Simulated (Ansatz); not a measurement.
Level of theory: frozen-core CCSD(T)/cc-pVTZ // B3LYP-D3(BJ)/def2-TZVP run with Ansatz (a program for electronic structure).

Ansatz 0.2 input:
```yaml
crystal:
  periodic: [false, false, false]
  atoms:
    - { symbol: S, position_ang: [-1.914172, -0.389101, 0.000015] }
    - { symbol: Si, position_ang: [0.0, 0.0, 0.0] }
    - { symbol: S, position_ang: [1.914173, 0.389101, -0.000015] }
basis:
  gaussian: { orbitals: cc-pVTZ }
correlation:
  method: ccsd_t
total_charge: 1
magnetization:
  spin_polarized: true
  initial_magnetization: 1
```

Output:

```
Functional definition: HF
602 factors; integrals over basis functions are off by at most 9.1e-4 eV
mean field evaluation 1: about -29488.0579 eV, gradient 1.3e1 eV
mean field evaluation 2: about -29488.3582 eV, gradient 1.3e1 eV
mean field evaluation 4: about -29489.9087 eV, gradient 2.5e0 eV
mean field evaluation 8: about -29490.2031 eV, gradient 2.6e-1 eV
mean field evaluation 16: about -29490.2060 eV, gradient 2.0e-6 eV
mean field evaluation 32: about -29490.2060 eV, gradient 1.6e-3 eV
mean field evaluation 64: about -29489.9398 eV, gradient 6.4e-1 eV
mean field evaluation 96: about -29489.7554 eV, gradient 4.4e0 eV
mean field evaluation 128: about -29489.9607 eV, gradient 2.4e0 eV
mean field evaluation 160: about -29488.0433 eV, gradient 1.3e-2 eV
mean field evaluation 192: about -29487.4644 eV, gradient 2.2e-2 eV
mean field evaluation 224: about -29490.2060 eV, gradient 1.3e-3 eV
mean field evaluation 256: about -29488.0433 eV, gradient 3.2e-2 eV
mean field evaluation 288: about -29487.4644 eV, gradient 2.4e-2 eV
mean field evaluation 320: about -29486.6462 eV, gradient 2.8e-2 eV
mean field evaluation 352: about -29486.3428 eV, gradient 5.0e-4 eV
mean field -29490.20603822 eV, -1083.7450827251 hartree, gradient 2.7e-6 eV, S^2 1.067969; 10 other end points of the search recorded, 0 dependent functions left out
determinant -29490.20603822 eV, -1083.7450827251 hartree, with singles and doubles -29501.94572928 eV, -1084.1765084139 hartree
determinant -29488.04334658 eV, -1083.6656052730 hartree, with singles and doubles -29500.52227510 eV, -1084.1241974376 hartree
determinant -29487.46447260 eV, -1083.6443320466 hartree, with singles and doubles -29499.51768015 eV, -1084.0872792543 hartree
15 core orbitals not correlated
reference -29490.20603822 eV, -1083.7450827251 hartree; 8, 7 occupied and 79, 80 virtual orbitals, 602 factors
second order -10.40585511 eV of doubles, -0.00000000 eV of singles
cycle   1  -11.66198964 eV  change   -4.9e-1 eV  update   2.6e-2
cycle   2  -11.69022043 eV  change   -2.8e-2 eV  update   6.5e-3
cycle   3  -11.69121606 eV  change   -1.0e-3 eV  update   3.2e-3
cycle   4  -11.69659923 eV  change   -5.4e-3 eV  update   1.8e-3
cycle   5  -11.69996211 eV  change   -3.4e-3 eV  update   9.7e-4
cycle   6  -11.70106088 eV  change   -1.1e-3 eV  update   3.0e-4
cycle   7  -11.70123067 eV  change   -1.7e-4 eV  update   9.4e-5
cycle   8  -11.70128984 eV  change   -5.9e-5 eV  update   4.4e-5
cycle   9  -11.70128728 eV  change    2.6e-6 eV  update   1.8e-5
perturbative correction -0.76554525 eV, -0.0281332692 hartree
Total energy: -29502.67287076 eV, -1084.2032303705 hartree
```

Cost: around 19 core-seconds (rough).
